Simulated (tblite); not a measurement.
C3H12O3SSi2.
Atom-mapped SMILES: `[CH3:1][O:2][Si:3]([O:4][CH3:5])([O:6][SiH3:7])[S:8][CH3:9]` (hydrogens: H10, H11, H12 on C1; H13, H14, H15 on C5; H16, H17, H18 on Si7; H19, H20, H21 on C9)

Cartesian coordinates in Å at the GFN2-xTB level; atoms count from 1:
```
atom  x, y, z in Å
C1    -1.0447   -1.6896   -2.1490
O2    -1.2841   -0.5617   -1.3453
Si3   -0.5642   -0.1814    0.0399
O4    -0.9154   -1.2913    1.1612
C5    -0.5486   -1.2675    2.5162
O6     1.0415   -0.0823   -0.1851
Si7    2.5230    0.3171    0.3468
S8    -1.2833    1.7367    0.6057
C9    -0.6591    2.7351   -0.7854
H10   -1.2847   -2.6021   -1.6029
H11    0.0025   -1.7211   -2.4541
H12   -1.6849   -1.6029   -3.0264
H13   -0.9107   -2.1911    2.9669
H14    0.5376   -1.2077    2.6180
H15   -1.0005   -0.4084    3.0156
H16    3.0874   -0.8881    0.9540
H17    3.2078    0.7358   -0.8738
H18    2.4060    1.3984    1.3258
H19   -1.1685    2.4316   -1.6937
H20   -0.8780    3.7720   -0.5554
H21    0.4120    2.5856   -0.8794
```

Computed with GFN2-xTB (tblite): harmonic, unscaled wavenumbers at the GFN2-xTB geometry, gas phase. Errors from tens to a few hundred cm⁻¹ against measured bands are possible. Modes of hydrogen on silicon can be 10 to 20 % off. One conformer, not necessarily the lowest.

Harmonic wavenumbers (cm⁻¹): 31.2, 34.0, 47.5, 59.3, 65.0, 74.0, 101.4, 104.5, 112.2, 128.9, 136.9, 171.5, 209.8, 240.7, 263.5, 316.0, 362.3, 485.9, 603.4, 625.3, 645.5, 728.2, 756.5, 775.5, 781.7, 823.1, 837.2, 949.6, 962.9, 1066.8, 1123.2, 1127.8, 1129.8, 1134.2, 1155.8, 1158.4, 1314.2, 1402.3, 1408.0, 1452.3, 1453.3, 1468.6, 1469.5, 1479.5, 1480.8, 2244.2, 2259.2, 2276.8, 2950.7, 2967.2, 2968.9, 2981.8, 2996.2, 2998.7, 3030.7, 3044.9, 3061.9.

A = 897.7, B = 839.5, C = 742.0 MHz; mass 184.005 u (most abundant isotopes); point group C1, symmetry number 1.

**Question.** What is the zero-point energy?

**Answer.** ½Σν̃ = 33020 cm⁻¹ = 395.00 kJ/mol.

**Question.** Give the ideal-gas entropy at 200 K and 1 bar in the rigid-rotor, harmonic-oscillator model (classical rotation).

**Answer.** Translation 165.60, rotation 123.60, vibration 183.49: S = 472.7 J/(mol K).

**Question.** And Cp and H(200 K) − H(0)?

**Answer.** Cp = 176.08 J/(mol K), of which vibrations give 142.82 (their classical limit is 57 R = 473.9); H(200 K) − H(0) = 24.42 kJ/mol without the zero-point energy, 17.77 from vibrations.

**Question.** How do the functions run with temperature in this model?

**Answer.** 
| T (K) | S (J/(mol K)) | Cp (J/(mol K)) | H − H(0) (kJ/mol) | G − H(0) (kJ/mol) | ln q(vib) |
| --- | --- | --- | --- | --- | --- |
| 150 | 425.1 | 155.9 | 16.12 | -47.64 | 8.57 |
| 250 | 514.2 | 196.5 | 33.73 | -94.81 | 13.94 |
| 298.15 | 550.5 | 216.4 | 43.67 | -120.45 | 16.21 |
| 400 | 619.8 | 256.2 | 67.78 | -180.12 | 20.60 |
| 600 | 736.1 | 318.3 | 125.60 | -316.07 | 28.18 |
| 900 | 877.8 | 379.7 | 231.03 | -558.97 | 37.90 |

q(vib) and H(0) count from the zero-point level.

**Question.** Blend soft modes into free rotors: weight 1/[1 + (100 cm⁻¹/ν̃)⁴] for the oscillator and the rest for a rotor with moment μB/(μ + B), μ = h/(8π²ν), B = 10⁻⁴⁴ kg m². What vibrational entropy results?

**Answer.** 161.84 J/(mol K) in place of 183.49, which changes −T·S at 200 K by +4.33 kJ/mol.

Hindered rotation and anharmonicity are outside this model. Other conformers, if any are populated, would add a mixing term that is left out. The structure is chiral; the term R ln 2 for an equal mix with its mirror image is left out.
